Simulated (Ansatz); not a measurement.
`[SiH3]O[SiH3]` + `B[SiH2]N` → `B[SiH2]N[SiH3]` + `O[SiH3]` at 700 K and 1 bar (ligand exchange at the Si–O bond).

Gas-phase electronic energies from Ansatz, PBE0-D4/def2-TZVP geometries. CCSD(T)/CBS adds triple-zeta CCSD(T) − MP2 to the extrapolated MP2 energy (def2 sets, frozen cores). One conformer a species, not always the lowest.

| species | CCSD(T)/CBS energy (Eh) | H − E (kJ/mol) | S (J/(mol·K)) |
| --- | --- | --- | --- |
| `[SiH3]O[SiH3]` | -657.01000 | 210.5 | 430.8 |
| `B[SiH2]N` | -372.16627 | 230.4 | 405.1 |
| `B[SiH2]N[SiH3]` | -662.46710 | 295.2 | 505.2 |
| `O[SiH3]` | -366.69042 | 144.6 | 321.6 |

H − E and S are ideal-gas, rigid-rotor, harmonic terms from PBE0-D4/def2-TZVP, for one conformer and one mirror image of each species. 1 Eh = 2625.50 kJ/mol, R = 8.31446 J/(mol·K).

Problem. By hand: ΔE, ΔH, ΔS and ΔG.

Solution. ΔE = (-662.46710) + (-366.69042) − (-657.01000) − (-372.16627) = 0.01875 Eh = 49.2 kJ/mol. Δ(H − E) = 295.2 + 144.6 − 210.5 − 230.4 = -1.1, so ΔH = 48.1 kJ/mol. ΔS = 505.2 + 321.6 − 430.8 − 405.1 = -9.1 J/(mol·K). ΔG = 48.1 − 700 × (-9.1)/1000 = 54.5 kJ/mol.

Problem. By hand: the equilibrium constant, and the temperature at which ΔG would vanish if ΔH and ΔS stayed fixed.

Solution. log₁₀ K = −ΔG/(RT ln 10) = -4.1. ΔH and −TΔS have one sign here, so there is no such temperature.

The number of gas molecules stays the same, so ΔS is small and ΔH decides. A doubt of 5 kJ/mol in ΔE shifts log₁₀ K by 0.4 here. Other conformers and mirror images would add mixing entropy, several J/(mol·K) or more a flexible species. Modes under 60 cm⁻¹, often nearly free rotors, make the harmonic entropy too high. These are equilibria of isolated gas molecules and say nothing of rates. Largest T1 diagnostic: 0.011 (customary marks: 0.02 for closed shells, 0.045 for open ones).

ΔS is within the doubt of such terms, so its sign, and with it that verdict, could turn.
